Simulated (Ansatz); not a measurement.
Consider the cleavage of the B–Si bond: `B[SiH](O)[SiH3]` + `OC[AsH2]` → `B[AsH]CO` + `O[SiH2][SiH3]`.

Calculated with Ansatz (gas phase, PBE0-D4/def2-TZVP geometries, no zero-point term in ΔE). CCSD(T)/CBS is the MP2 limit (def2-TZVPP, def2-QZVPP) plus CCSD(T) − MP2 in def2-TZVPP, frozen cores. Functionals use def2-TZVPP. B3LYP here is the variant with VWN-RPA as its local correlation; programs differ in this. For As outer-core shells are correlated without core-valence functions, which leaves a few kJ/mol of doubt a bond. Scalar relativity is left out up to krypton. One conformer a species, not always the lowest.

`B[SiH](O)[SiH3]`:

Z-matrix (Å, degrees):
```
Si
O 1 1.659
Si 1 2.364 2 111.5
B 1 1.984 2 112.4 3 -117.5
H 1 1.496 2 110.7 3 117.1
H 2 0.958 1 117.2 3 -60.1
H 3 1.491 1 109.6 2 49.7
H 3 1.488 1 111.9 2 -69.9
H 3 1.488 1 110.2 2 169.1
H 4 1.195 1 123.5 2 12.8
H 4 1.197 1 118.2 2 -172.2
```

`OC[AsH2]`:

Z-matrix (Å, degrees):
```
C
As 1 2.000
O 1 1.404 2 111.5
H 1 1.091 2 107.0 3 -116.6
H 1 1.094 2 110.4 3 125.7
H 2 1.528 1 93.9 3 -74.3
H 2 1.526 1 94.7 3 -166.1
H 3 0.961 1 108.7 2 70.1
```

`B[AsH]CO`:

Cartesian coordinates in Å:
```
B 1.696 0.352 0.795
As 0.145 -0.856 0.995
C -1.183 0.000 -0.173
O -0.656 0.203 -1.464
H 1.508 1.531 0.789
H 2.805 -0.083 0.848
H 0.552 -2.007 0.101
H -1.446 0.943 0.323
H -2.071 -0.641 -0.189
H -1.352 0.558 -2.025
```

`O[SiH2][SiH3]`:

Cartesian coordinates in Å:
```
O -2.034 0.168 0.352
Si -0.592 0.830 -0.114
Si 1.200 -0.668 0.128
H -2.325 -0.625 -0.100
H -0.638 1.286 -1.534
H -0.402 2.017 0.756
H 2.459 -0.037 -0.356
H 0.953 -1.896 -0.680
H 1.381 -1.074 1.548
```

(1) Is it downhill or uphill in electronic energy at CCSD(T)/CBS, and by how much? (Estimate.)

(2) What do these levels give: BHLYP-D4, CAM-B3LYP-D4, B2PLYP, B3LYP, CCSD/def2-TZVPP, MP2/CBS(def2)? (An estimate is asked.)

(3) What do rigid-rotor, harmonic-oscillator terms from PBE0-D4/def2-TZVP frequencies (298.15 K, 1 bar) make of the CCSD(T)/CBS value? (Best estimate.)

Largest T1 diagnostic among the species: 0.014.

Answers

(1) Ansatz gave: Downhill: ΔE = -10.9 kcal/mol.

(2) Computed: BHLYP-D4 -10.1, CAM-B3LYP-D4 -9.8, B2PLYP -10.6, B3LYP -9.2, CCSD/def2-TZVPP -10.7, MP2/CBS(def2) -12.9 kcal/mol.

(3) Ansatz gave: ΔZPE = +0.5 kcal/mol, ΔH = -10.6 kcal/mol, ΔS = -6 J/(mol·K), ΔG = -10.2 kcal/mol.

Leaving LDA and LC-ωPBE aside and taking each functional with its dispersion term where it has one, the values, not all of them listed here, spread over 3.0 kcal/mol, from PBE-QIDH to revPBE-D4. LDA lies −0.9 kcal/mol from PBE without D4. From PBE to PBE0 (25 % exact exchange), in def2-TZVPP and without D4, ΔE moves by −0.9 kcal/mol. At CCSD(T), def2-SVP lies +0.7 kcal/mol from the extrapolated value and def2-TZVPP +0.0 kcal/mol.
